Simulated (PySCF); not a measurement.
## Radial density of Cu(3+) (copper, charge +3)

wB97M-V, [Ar] 3d8, high-spin 3F determinant. Computed with PySCF 2.14 in aug-cc-pVTZ-PP with one added diffuse shell each of s, p, d, f, g type with ECP10MDF (7s7p6d4f3g, 113 functions), with scalar relativity through the core potential. This is the valence pseudo-density: the core potential removes the inner electrons and smooths the orbitals near the nucleus.

```csv
r (bohr),4πr²ρ (e/bohr),4πr²(ρα − ρβ)
0.00610,1.563e-05,0.0000
0.0103,4.213e-05,0.0000
0.0173,0.0001119,0.0000
0.0290,0.0003970,0.0000
0.0489,0.003316,0.0006
0.0822,0.04109,0.0094
0.138,0.4147,0.0968
0.232,2.916,0.5943
0.391,13.46,1.8369
0.658,21.95,2.3524
1.11,7.920,1.0428
1.86,0.8147,0.1432
3.13,0.01837,0.0028
5.27,4.970e-05,0.0000
```

Energies and moments cover only the electrons outside the core potential.
